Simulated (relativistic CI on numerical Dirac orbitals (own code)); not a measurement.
**d3 in a ligand field**

Computed with a parametric ligand-field model of a d^n configuration (Racah B and C, spin-orbit zeta, crystal field), exact diagonalisation.

Field parameters in Wybourne normalisation: Oh B⁴₀ = 21Dq, B⁴₄ = √(5/14) B⁴₀. The field is a parameter set, without covalency.

B = 760 cm⁻¹, C = 2800 cm⁻¹ (C/B = 3.68), Oh, no spin-orbit coupling. Tanabe-Sugano data, E/B above the lowest term (Δ = |10Dq|; b, c mark the second and third term of a kind):

```csv
Δ/B,4A2,4T2,4T1,2E,2T1,2T2
1.0,0.00,1.00,1.79,15.95,16.02,16.40
3.0,0.00,3.00,5.29,16.78,17.25,18.84
5.0,0.00,5.00,8.68,17.17,17.91,20.96
7.0,0.00,7.00,11.92,17.42,18.29,22.63
9.0,0.00,9.00,15.00,17.61,18.55,23.81
11.0,0.00,11.00,17.92,17.76,18.73,24.69
13.0,0.00,13.00,20.68,17.89,18.87,25.39
15.0,0.00,15.00,23.29,17.99,18.98,25.99
17.0,0.00,17.00,25.79,18.09,19.07,26.50
19.0,0.00,19.00,28.19,18.18,19.15,26.96
21.0,0.00,21.00,30.51,18.26,19.21,27.36
23.0,0.00,23.00,32.78,18.33,19.27,27.72
25.0,0.00,25.00,35.00,18.39,19.32,28.04
27.0,0.00,27.00,37.18,18.45,19.36,28.34
29.0,0.00,29.00,39.34,18.51,19.40,28.60
31.0,0.00,31.00,41.47,18.56,19.43,28.84
33.0,0.00,33.00,43.58,18.61,19.46,29.06
35.0,0.00,35.00,45.68,18.65,19.49,29.26
37.0,0.00,37.00,47.77,18.70,19.52,29.44
39.0,0.00,39.00,49.84,18.74,19.54,29.61
41.0,0.00,41.00,51.91,18.77,19.56,29.77
43.0,0.00,43.00,53.97,18.81,19.58,29.91
45.0,0.00,45.00,56.03,18.84,19.60,30.05
47.0,0.00,47.00,58.08,18.87,19.62,30.17
```

The ground term stays 4A2.
